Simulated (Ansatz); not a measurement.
Ansatz (a quantum-chemistry and plane-wave program) input:

Ansatz 0.2 input:
```yaml
crystal:
  periodic: [false, false, false]
  atoms:
    - {symbol: C, position_ang: [-2.87399848, -0.43699330, -0.39995362]}
    - {symbol: C, position_ang: [-1.43998840, -0.72562350, -0.82934071]}
    - {symbol: C, position_ang: [-0.41921429, 0.01339793, 0.03741689]}
    - {symbol: C, position_ang: [1.00758881, -0.28600400, -0.40498415]}
    - {symbol: C, position_ang: [2.09509353, 0.33465907, 0.31154293]}
    - {symbol: O, position_ang: [1.86982116, 1.11149911, 1.28702783]}
    - {symbol: H, position_ang: [-3.04734821, -0.74673050, 0.63238022]}
    - {symbol: H, position_ang: [-3.58119250, -0.97378806, -1.03122909]}
    - {symbol: H, position_ang: [-3.10225438, 0.62788637, -0.47499342]}
    - {symbol: H, position_ang: [-1.24668301, -1.80149691, -0.77628880]}
    - {symbol: H, position_ang: [-1.30119641, -0.43671356, -1.87574069]}
    - {symbol: H, position_ang: [-0.54082890, -0.27393006, 1.08473346]}
    - {symbol: H, position_ang: [-0.59533467, 1.09066253, -0.01456475]}
    - {symbol: H, position_ang: [1.24591420, -1.36698198, -0.39949776]}
    - {symbol: H, position_ang: [1.19292128, -0.04026483, -1.46828402]}
    - {symbol: H, position_ang: [3.13314299, 0.14769400, 0.02798853]}
    - {symbol: H, position_ang: [2.66740341, 1.48505291, 1.71118562]}
basis:
  gaussian:
    orbitals: aug-cc-pVDZ
total_charge: 1
magnetization: {spin_polarized: false}
correlation: {method: ccsd_t, electrons: outside_noble_gas}
output: {forces: true}
```

Problem. Predict the final energy.

Solution. -271.38970 Eh (CCSD(T)/aug-cc-pVDZ). The basis has 237 functions.

It need not be the lowest isomer of its formula.
